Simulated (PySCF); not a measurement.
PySCF input (M06-2X/def2-TZVPD):

```python
from pyscf import gto, scf, dft

mol = gto.M(
    atom='''
    C    -0.82880747   -0.85321887    0.09333913
    C    -0.92924405    0.62460597   -0.23543664
    C     0.34001918    0.13822213    0.40950566
    N     1.51629915    0.19488341   -0.33550768
    H    -0.64568999   -1.52977438   -0.73414714
    H    -1.46790648   -1.24046512    0.88781194
    H    -1.63577576    1.22445929    0.33362985
    H    -0.82635303    0.90803235   -1.27729542
    H     0.33128085    0.35172249    1.50536208
    H     2.13854425   -0.53581382    0.02874361
    ''',
    basis='def2-tzvpd',
    charge=-1,
    spin=0,
    verbose=4,
)

mf = dft.RKS(mol, xc='m062x').density_fit(auxbasis='def2-universal-jkfit')
mf.grids.level = 4
mf.conv_tol = 1e-9
mf.max_cycle = 100
mf.max_memory = 1500
mf.kernel()
if not mf.converged:
    mf = mf.newton()
    mf.kernel(mf.make_rdm1())
mf.analyze()
```

Output:

```
PySCF version 2.14.0

[INPUT] verbose = 4
[INPUT] num. atoms = 10
[INPUT] num. electrons = 32
[INPUT] charge = -1
[INPUT] spin (= nelec alpha-beta = 2S) = 0
[INPUT] symmetry False subgroup None
[INPUT] Mole.unit = angstrom
[INPUT] Symbol           X                Y                Z      unit          X                Y                Z       unit  Magmom
[INPUT]  1 C     -0.828807470000  -0.853218870000   0.093339130000 AA   -1.566219128294  -1.612349988611   0.176385392405 Bohr   0.0
[INPUT]  2 C     -0.929244050000   0.624605970000  -0.235436640000 AA   -1.756016757382   1.180334219068  -0.444910769288 Bohr   0.0
[INPUT]  3 C      0.340019180000   0.138222130000   0.409505660000 AA    0.642543127299   0.261201970054   0.773853543859 Bohr   0.0
[INPUT]  4 N      1.516299150000   0.194883410000  -0.335507680000 AA    2.865390116411   0.368276271121  -0.634017627888 Bohr   0.0
[INPUT]  5 H     -0.645689990000  -1.529774380000  -0.734147140000 AA   -1.220177242473  -2.890854610576  -1.387337029733 Bohr   0.0
[INPUT]  6 H     -1.467906480000  -1.240465120000   0.887811940000 AA   -2.773941223674  -2.344139343876   1.677721416719 Bohr   0.0
[INPUT]  7 H     -1.635775760000   1.224459290000   0.333629850000 AA   -3.091168187602   2.313892708779   0.630469043480 Bohr   0.0
[INPUT]  8 H     -0.826353030000   0.908032350000  -1.277295420000 AA   -1.561580908904   1.715932453745  -2.413738523961 Bohr   0.0
[INPUT]  9 H      0.331280850000   0.351722490000   1.505362080000 AA    0.626030076813   0.664659177950   2.844722049506 Bohr   0.0
[INPUT] 10 H      2.138544250000  -0.535813820000   0.028743610000 AA    4.041262937763  -1.012541373557   0.054317550731 Bohr   0.0

nuclear repulsion = 116.316633921041
number of shells = 82
number of NR pGTOs = 274
number of NR cGTOs = 202
basis = def2-tzvpd
ecp = {}

******** <class 'pyscf.df.df_jk.DFRKS'> ********
method = DFRKS
initial guess = minao
damping factor = 0
level_shift factor = 0
DIIS = <class 'pyscf.scf.diis.CDIIS'>
diis_start_cycle = 1
diis_space = 8
diis_damp = 0
SCF conv_tol = 1e-09
SCF conv_tol_grad = None
SCF max_cycles = 100
direct_scf = False
XC library pyscf.dft.libxc version 7.1.2
    S. Lehtola, C. Steigemann, M. J. T. Oliveira, and M. A. L. Marques,  SoftwareX 7, 1–5 (2018)
XC functionals = m062x
    Y. Zhao and D. G. Truhlar,  Theor. Chem. Acc. 120, 215 (2008)
    Y. Zhao and D. G. Truhlar,  Theor. Chem. Acc. 120, 215 (2008)
radial grids:
    Treutler-Ahlrichs [JCP 102, 346 (1995); DOI:10.1063/1.469408] (M4) radial grids

becke partition: Becke, JCP 88, 2547 (1988); DOI:10.1063/1.454033
pruning grids: <function nwchem_prune>
grids dens level: 4
symmetrized grids: False
atomic radii adjust function: <function treutler_atomic_radii_adjust>
small_rho_cutoff = 0
Set gradient conv threshold to 3.16228e-05
Initial guess from minao.
tot grids = 207952
******** <class 'pyscf.df.df.DF'> ********
auxbasis = def2-universal-jkfit
[...]
cycle= 12 E= -172.587122594468  delta_E= -6.91e-10  |g|= 6.6e-06  |ddm|= 0.0011
  HOMO = -0.0025374366697406  LUMO = 0.164596657330565  gap/eV = 4.54795
Extra cycle  E= -172.587122594512  delta_E= -4.37e-11  |g|= 4.52e-06  |ddm|= 0.000309
converged SCF energy = -172.587122594512
**** SCF Summaries ****
Total Energy =                        -172.587122594511669
Nuclear Repulsion Energy =             116.316633921040903
One-electron Energy =                 -468.885781509741378
Two-electron Energy =                  179.982024994188777
Two-electron Coulomb Energy =          205.524386573804577
DFT Exchange-Correlation Energy =      -25.542361579615800
HOMO-LUMO gap [eV] =                     4.547950348945283
**** MO energy ****
MO #1   energy= -14.438127364701   occ= 2
MO #2   energy= -10.3579827650101  occ= 2
MO #3   energy= -10.3414908915593  occ= 2
MO #4   energy= -10.3390855869018  occ= 2
MO #5   energy= -0.762003932576484 occ= 2
MO #6   energy= -0.643645238978436 occ= 2
MO #7   energy= -0.49342318202509  occ= 2
MO #8   energy= -0.436087551427207 occ= 2
MO #9   energy= -0.369012775637053 occ= 2
MO #10  energy= -0.303625955144142 occ= 2
MO #11  energy= -0.253970921441088 occ= 2
MO #12  energy= -0.23623921301819  occ= 2
MO #13  energy= -0.172689785407908 occ= 2
MO #14  energy= -0.160996892314304 occ= 2
MO #15  energy= -0.0638828929036919 occ= 2
MO #16  energy= -0.0025374366697406 occ= 2
MO #17  energy= 0.164596657330565  occ= 0
MO #18  energy= 0.169847134181048  occ= 0
MO #19  energy= 0.182217282273254  occ= 0
MO #20  energy= 0.215727421003937  occ= 0
MO #21  energy= 0.243190433528969  occ= 0
MO #22  energy= 0.247905609544245  occ= 0
MO #23  energy= 0.26925160244059   occ= 0
MO #24  energy= 0.283452798084566  occ= 0
MO #25  energy= 0.290297583723421  occ= 0
MO #26  energy= 0.319035499592196  occ= 0
MO #27  energy= 0.325461118380526  occ= 0
MO #28  energy= 0.327320789859863  occ= 0
MO #29  energy= 0.332490486502102  occ= 0
MO #30  energy= 0.339567747376506  occ= 0
MO #31  energy= 0.344403634451114  occ= 0
MO #32  energy= 0.374423973996677  occ= 0
MO #33  energy= 0.378598066593356  occ= 0
MO #34  energy= 0.388736800846142  occ= 0
MO #35  energy= 0.400784303784165  occ= 0
MO #36  energy= 0.412322494092706  occ= 0
MO #37  energy= 0.426951843347962  occ= 0
MO #38  energy= 0.430164300281049  occ= 0
MO #39  energy= 0.443118450214632  occ= 0
MO #40  energy= 0.451237943807956  occ= 0
MO #41  energy= 0.459870819729488  occ= 0
MO #42  energy= 0.47294968177508   occ= 0
MO #43  energy= 0.480179494110193  occ= 0
MO #44  energy= 0.485470518694152  occ= 0
MO #45  energy= 0.496346867100627  occ= 0
MO #46  energy= 0.503090682789552  occ= 0
MO #47  energy= 0.505608601526822  occ= 0
MO #48  energy= 0.511987971541682  occ= 0
MO #49  energy= 0.518639353922085  occ= 0
MO #50  energy= 0.522676084892464  occ= 0
MO #51  energy= 0.543177290863991  occ= 0
MO #52  energy= 0.558982960205994  occ= 0
MO #53  energy= 0.569069154186192  occ= 0
MO #54  energy= 0.580787595165414  occ= 0
MO #55  energy= 0.581094038319407  occ= 0
MO #56  energy= 0.591882494394743  occ= 0
MO #57  energy= 0.593680694152     occ= 0
MO #58  energy= 0.598458920142123  occ= 0
MO #59  energy= 0.611300916856428  occ= 0
MO #60  energy= 0.614511524776493  occ= 0
MO #61  energy= 0.632440904116458  occ= 0
MO #62  energy= 0.646478750106871  occ= 0
MO #63  energy= 0.653636039516823  occ= 0
MO #64  energy= 0.682278859905368  occ= 0
MO #65  energy= 0.696626544357173  occ= 0
MO #66  energy= 0.732862007721575  occ= 0
MO #67  energy= 0.739068189366673  occ= 0
MO #68  energy= 0.750224652014453  occ= 0
MO #69  energy= 0.77223876689687   occ= 0
MO #70  energy= 0.775174119864883  occ= 0
MO #71  energy= 0.780547625196334  occ= 0
MO #72  energy= 0.81450946968202   occ= 0
MO #73  energy= 0.830530025860715  occ= 0
MO #74  energy= 0.833367568506484  occ= 0
MO #75  energy= 0.84834939370442   occ= 0
MO #76  energy= 0.865041042180893  occ= 0
MO #77  energy= 0.899004106144247  occ= 0
MO #78  energy= 0.91531546890176   occ= 0
MO #79  energy= 0.917980359290298  occ= 0
MO #80  energy= 0.923019879365657  occ= 0
MO #81  energy= 0.925538469553328  occ= 0
MO #82  energy= 0.946056641047502  occ= 0
MO #83  energy= 0.965126853594328  occ= 0
MO #84  energy= 0.98405041628581   occ= 0
MO #85  energy= 0.992126696398902  occ= 0
MO #86  energy= 1.04887129104951   occ= 0
MO #87  energy= 1.06431734998663   occ= 0
MO #88  energy= 1.10506220763136   occ= 0
MO #89  energy= 1.1435946702502    occ= 0
MO #90  energy= 1.16617849988544   occ= 0
MO #91  energy= 1.2269988699833    occ= 0
MO #92  energy= 1.24997607438756   occ= 0
MO #93  energy= 1.2684539103303    occ= 0
MO #94  energy= 1.31761539571528   occ= 0
MO #95  energy= 1.35939148432646   occ= 0
MO #96  energy= 1.37947061879436   occ= 0
MO #97  energy= 1.40418304908988   occ= 0
MO #98  energy= 1.42112762281855   occ= 0
MO #99  energy= 1.44300738618612   occ= 0
MO #100 energy= 1.45837415827532   occ= 0
MO #101 energy= 1.49936065330679   occ= 0
MO #102 energy= 1.54122237752808   occ= 0
MO #103 energy= 1.55674002301466   occ= 0
MO #104 energy= 1.5684843459834    occ= 0
MO #105 energy= 1.58448150941039   occ= 0
MO #106 energy= 1.72601236129197   occ= 0
MO #107 energy= 1.79146483409104   occ= 0
[...]
```

It need not be the lowest isomer of its formula. Whether it binds its extra electron was not tested at this geometry.
